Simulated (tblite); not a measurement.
Question: Give a GFN2-xTB geometry of `c1c2cnc3ccccc3c2ccc1`.

Answer: 
```
atom  x, y, z in Å
C1     3.4762   -0.1218   -0.1627
C2     2.8255   -1.3582   -0.1379
C3     1.4557   -1.4309   -0.0741
C4     0.6761   -0.2643   -0.0318
C5     1.3413    0.9835   -0.0572
C6     2.7418    1.0352   -0.1229
C7     0.5503    2.1706   -0.0143
N8    -0.7358    2.1912    0.0463
C9    -1.4121    1.0073    0.0717
C10   -2.8129    1.0715    0.1367
C11   -3.5605   -0.0775    0.1657
C12   -2.9271   -1.3214    0.1309
C13   -1.5578   -1.4069    0.0669
C14   -0.7627   -0.2519    0.0357
H15    4.5545   -0.0845   -0.2128
H16    3.4098   -2.2666   -0.1698
H17    0.9800   -2.3990   -0.0572
H18    3.2273    2.0006   -0.1422
H19    1.0488    3.1332   -0.0329
H20   -3.2713    2.0477    0.1619
H21   -4.6382   -0.0262    0.2154
H22   -3.5207   -2.2239    0.1543
H23   -1.0930   -2.3807    0.0404
```

Orientation and origin are arbitrary. Atoms count from 1 in this order. The 6-membered ring C4–C5–C7–N8–C9–C14 has internal angles of 117.6° to 124.6° (sum 720°, against 720° for a flat polygon); it is planar, 0.00 Å rms from its mean plane, widest ring torsion 0°. The 6-membered ring C1–C2–C3–C4–C5–C6 has internal angles of 118.1° to 120.8° (sum 720°, against 720° for a flat polygon); it is planar, 0.00 Å rms from its mean plane, widest ring torsion 0°. The 14 C–C bonds span 1.371 Å (C1–C6, aromatic) to 1.440 Å (C4–C14, aromatic), a spread of 0.069 Å. The 14 heavy atoms lie in one plane (0.000 Å rms).

Bonds between heavy atoms (Å): C1–C2 1.397, C2–C3 1.373, C3–C4 1.404, C4–C5 1.414, C5–C6 1.403, C5–C7 1.427, C7–N8 1.288, N8–C9 1.364, C9–C10 1.404, C10–C11 1.371, C11–C12 1.396, C12–C13 1.373, C13–C14 1.403, C1–C6 1.371, C9–C14 1.417, C4–C14 1.440.

Structure optimised with GFN2-xTB, isolated species.

Point group: Cs (tolerance 0.08 Å). Its GFN2-xTB frequencies are all real (lowest 83 cm⁻¹).

Hardware: an AMD EPYC 9R45 with one thread, shared host. Cost: 0.18 s wall. This is the geometry optimisation.

All values are computed, not measured.
